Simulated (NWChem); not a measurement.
System meant: CH4N2OSi; SMILES O=C=N[SiH2]N

NWChem input:

```
start job
memory heap 200 mb stack 900 mb global 1100 mb
geometry units angstroms noautosym nocenter noautoz
  N     -0.768895     2.161269     0.002408
  Si     0.575800     1.090194     0.003943
  N      0.196565    -0.600340     0.001706
  C     -0.129420    -1.754518    -0.001248
  O     -0.445611    -2.891792    -0.004045
  H     -1.329605     2.285368     0.836735
  H     -1.326541     2.286955    -0.833717
  H      1.356718     1.342093    -1.227268
  H      1.352078     1.339770     1.238489
end
basis spherical
  N library def2-svp
  Si library def2-svp
  C library def2-svp
  O library def2-svp
  H library def2-svp
end
dft
  xc xtpss03 ctpss03
  iterations 150
end
property
  shielding 7 1 2 3 4 5 6 8
end
task dft property
```

End of the output:

```
 Vector   26  Occ=0.000000D+00  E= 4.248837D-02
              MO Center= -5.6D-01,  5.1D-01,  7.4D-04, r^2= 6.1D+00
   Bfn.  Coefficient  Atom+Function         Bfn.  Coefficient  Atom+Function
  ----- ------------  ---------------      ----- ------------  ---------------
    35      0.846853  3 N  s                  3      0.788695  1 N  s
    49     -0.656010  4 C  s                 26      0.618559  2 Si py
    76     -0.585725  6 H  s                 81     -0.585870  7 H  s
    18     -0.459738  2 Si s                  7     -0.314266  1 N  px
    53      0.287764  4 C  px                25      0.283421  2 Si px

 center of mass
 --------------
 x =  -0.01143908 y =  -0.16402680 z =   0.00220294

 moments of inertia (a.u.)
 ------------------
        1044.076262412730         -48.102884801637          -0.273579342600
         -48.102884801637         118.532538393882          -1.496174281145
          -0.273579342600          -1.496174281145        1130.678666370190

     Multipole analysis of the density
     ---------------------------------

     L   x y z        total         alpha         beta         nuclear
     -   - - -        -----         -----         ----         -------
     0   0 0 0     -0.000000    -23.000000    -23.000000     46.000000

     1   1 0 0     -0.389200      0.026373      0.026373     -0.441946
     1   0 1 0      0.947807      0.679921      0.679921     -0.412034
     1   0 0 1      0.000498     -0.054922     -0.054922      0.110343

     2   2 0 0    -25.085319    -44.567803    -44.567803     64.050288
     2   1 1 0     -3.397778    -11.628199    -11.628199     19.858619
     2   1 0 1     -0.004430     -0.072692     -0.072692      0.140954
     2   0 2 0    -31.930541   -286.078289   -286.078289    540.226037
     2   0 1 1     -0.013089     -0.388496     -0.388496      0.763904
     2   0 0 2    -25.629018    -20.734540    -20.734540     15.840063

          -----------------------------------------
          Chemical Shielding Tensors (GIAO, in ppm)
          -----------------------------------------

 ------------------------------------------------------------------------
  xtpss03: d2 not coded                    0
 ------------------------------------------------------------------------
 ------------------------------------------------------------------------
  current input line :
    28: task dft property
 ------------------------------------------------------------------------
 ------------------------------------------------------------------------
 This error has not yet been assigned to a category
 ------------------------------------------------------------------------
 For more information see the NWChem manual at https://nwchemgit.github.io

0: xtpss03: d2 not coded:Received an Error in Communication
```

Problem. What is wrong, and how is it mended?

Solution. The run crashed. Cause: this functional's second derivatives, which shieldings need, aren't coded here; the fix takes a hybrid GGA instead. This input runs:
```
start job
memory heap 200 mb stack 900 mb global 1100 mb
geometry units angstroms noautosym nocenter noautoz
  N     -0.768895     2.161269     0.002408
  Si     0.575800     1.090194     0.003943
  N      0.196565    -0.600340     0.001706
  C     -0.129420    -1.754518    -0.001248
  O     -0.445611    -2.891792    -0.004045
  H     -1.329605     2.285368     0.836735
  H     -1.326541     2.286955    -0.833717
  H      1.356718     1.342093    -1.227268
  H      1.352078     1.339770     1.238489
end
basis spherical
  * library def2-svp
end
dft
  xc pbe0
  iterations 150
end
property
  shielding 7 1 2 3 4 5 6 8
end
task dft property
```
It converges to -514.16938 Ha (PBE0/def2-SVP, GIAO).
